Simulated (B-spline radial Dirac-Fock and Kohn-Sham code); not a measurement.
## The Ir atom: differential elastic cross section for positrons at 31.3 keV

Calculated with a radial finite-basis atomic code, using relativistic (Dirac) partial waves in the static field of the Dirac-Fock atom, without polarisation or absorption potentials.

Input file task.json (cfg lists n, l and occupation; rrms is the nuclear radius in fm):

```json
{"items": [{
  "Z": 77,
  "q": 0,
  "cfg": [[1, 0, 2], [2, 0, 2], [2, 1, 6], [3, 0, 2], [3, 1, 6], [3, 2, 10], [4, 0, 2], [4, 1, 6], [4, 2, 10], [4, 3, 14], [5, 0, 2], [5, 1, 6], [5, 2, 7], [6, 0, 2]],
  "A": 193,
  "rrms": 5.4032,
  "do": "elastic",
  "energies": [[31300.0, 1]],
  "theta": [0, 10, 20, 30, 40, 50, 60, 70, 80, 90, 100, 110, 120, 130, 140, 150, 160, 170, 180]
}]}
```

Launch: `python xray2_run.py task.json out`

| θ (°) | dσ/dΩ (a₀²/sr) | Sherman function |
| --- | --- | --- |
| 0 | 395 | 0.000 |
| 10 | 1.03 | 0.000 |
| 20 | 0.113 | 0.001 |
| 30 | 0.0279 | 0.002 |
| 40 | 0.0104 | 0.003 |
| 50 | 0.00485 | 0.004 |
| 60 | 0.00262 | 0.004 |
| 70 | 0.00157 | 0.005 |
| 80 | 0.00102 | 0.005 |
| 90 | 0.000706 | 0.005 |
| 100 | 0.000519 | 0.005 |
| 110 | 0.000401 | 0.005 |
| 120 | 0.000323 | 0.005 |
| 130 | 0.000271 | 0.004 |
| 140 | 0.000235 | 0.003 |
| 150 | 0.000211 | 0.003 |
| 160 | 0.000196 | 0.002 |
| 170 | 0.000187 | 0.001 |
| 180 | 0.000184 | 0.000 |

The total elastic cross section is 1.49 a₀², the first transport cross section 0.0185 a₀² and the second, weighted with (3/2) sin²θ, 0.0428 a₀². The mean deflection is ⟨1 − cos θ⟩ = 0.0124, and 0.15 % of the collisions scatter beyond 90°.
